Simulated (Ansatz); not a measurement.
Mg₃Te₃⁻. The state is a doublet with charge -1. Geometry PBE0-D4/def2-SVP, that of the neutral singlet; atoms count from 1.

| atom | x (Å) | y (Å) | z (Å) |
| --- | --- | --- | --- |
| Mg1 | 0.541 | -1.659 | 0.898 |
| Mg2 | 1.056 | 0.699 | -1.499 |
| Mg3 | -1.591 | 0.958 | 0.600 |
| Te4 | 2.419 | -1.470 | -0.925 |
| Te5 | -1.604 | -1.055 | 2.285 |
| Te6 | -0.821 | 2.527 | -1.358 |

In the def2 sets Te takes a core potential; there is no spin–orbit coupling. The structure comes from a short search, and lower isomers may exist.

(1) Estimate the Mulliken populations from the PBE0/def2-TZVPD orbitals of Ansatz.

(2) Where does the spin sit?

(3) And the Mayer bond orders between bonded heavy atoms (over 0.3)?

Answers

(1) 
```tsv
atom	charge (e)	spin (α − β)
Mg1	0.11	0.45
Mg2	0.11	0.45
Mg3	0.11	0.44
Te4	-0.45	-0.11
Te5	-0.45	-0.11
Te6	-0.45	-0.11
```
Mulliken values and Mayer orders depend strongly on the basis. With diffuse functions, as here, like atoms can get unlike values, and bond orders can come out too low or too high.

(2) Summed by element: Mg 1.34, Te -0.34, of 1 unpaired in all. Largest on single atoms: Mg1 0.45, Mg2 0.45, Mg3 0.44.

(3) Mg1–Mg2 0.34 (3.40 Å); Mg1–Mg3 0.34 (3.39 Å); Mg1–Te4 0.77 (2.62 Å); Mg1–Te5 0.76 (2.62 Å); Mg2–Mg3 0.34 (3.39 Å); Mg2–Te4 0.77 (2.62 Å); Mg2–Te6 0.76 (2.62 Å); Mg3–Te5 0.77 (2.62 Å); Mg3–Te6 0.77 (2.62 Å).
